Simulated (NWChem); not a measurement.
## Ionisation of Mg

```xyz
1

Mg     0.0000     0.0000     0.0000
```
Charge 0, spin multiplicity 1.

Everything below was run with NWChem.

Basis set: def2-TZVP. −ε marks an orbital energy of the parent.

B3LYP has NWChem's definition, with VWN1-RPA local correlation.

Task: For the first vertical ionisation energy, −ε(HOMO) of HF gives 6.88 eV and −ε(HOMO) of B3LYP gives 5.29 eV. What do −ε(HOMO) of PBE, −ε(HOMO) of TPSS, G0W0@PBE give?

Result: −ε(HOMO) of PBE: 4.70 eV; −ε(HOMO) of TPSS: 4.75 eV; G0W0@PBE: 7.32 eV.
